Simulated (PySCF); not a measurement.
# Löwdin shares of the frontier orbitals

Species: C₄H₈GeN₂O.
Atom-mapped SMILES: `[CH3:1][N:2]([CH:3]=[O:4])[Ge@H:5]([CH3:6])[C:7]#[N:8]` (hydrogens: H9, H10, H11 on C1; H12 on C3; H13 on Ge5; H14, H15, H16 on C6)

The calculation used PySCF 2.14.0, density-fitted response routines, TDDFT PBE0/def2-SVPD, vertical, gas phase, core orbitals frozen in the response. The structure is a single GFN2-xTB conformer in the gas phase; no vibrational or solvent corrections. Relativistic effects, spin–orbit coupling among them, are left out although an element past zinc is present. Torsions of this conformer, `[CH3:1][N:2]([CH:3]=[O:4])[Ge@H:5]([CH3:6])[C:7]#[N:8]`: C1–N2–C3–O4 0°, C1–N2–Ge5–C6 -68°.

Frontier orbitals with the atoms that hold most of them (Löwdin shares over 4%, at most four atoms; ? is withheld):

| orbital | ε (eV) | atoms |
| --- | --- | --- |
| HOMO-3 | -10.37 | N8 38%, C7 32%, N2 7%, Ge5 6% |
| HOMO-2 | -9.98 | N8 27%, C7 21%, C6 18%, Ge5 14% |
| HOMO-1 | -7.86 | N2 36%, O4 32%, C3 9%, C1 6% |
| HOMO | -7.67 | ? |
| LUMO | -0.86 | ? |
| LUMO+1 | -0.59 | N8 25%, C7 24%, Ge5 21%, C6 10% |
| LUMO+2 | 0.15 | Ge5 20%, C3 12%, O4 10%, C7 9% |

Give the leading atoms of the HOMO.

O4 (bonded to C) 60%; N2 (bonded to 2 C and Ge) 13%; C3 (bonded to N, O and H) 12%; H12 (bonded to C) 6%.

Give the leading atoms of the LUMO.

C7 (bonded to Ge and N) 26%; N8 (bonded to C) 25%; Ge5 (bonded to 2 C, N and H) 24%; H13 (bonded to Ge) 6%.

How does S1 compare with the orbital gap of 6.81 eV?

S1 is at 5.68 eV (f = 0.0009), 1.12 eV below the gap, made of HOMO→LUMO+3 (36%), HOMO→LUMO+2 (33%), HOMO→LUMO+4 (12%). 

Give energy, strength and leading configuration of S4 and S5, and follow the Löwdin shares of the leading atoms from the occupied to the empty orbital.

- S4 (6.15 eV, f 0.011), HOMO→LUMO+1 (94%): O4 60% → at most 11%, N2 13% → at most 11%, N8 at most 6% → 25%, C7 at most 6% → 24%
- S5 (6.31 eV, f 0.024), HOMO-1→LUMO+1 (96%): N2 36% → at most 11%, O4 32% → at most 11%, N8 at most 7% → 25%, C7 at most 7% → 24%

Löwdin shares depend on the basis, the more so with diffuse functions.
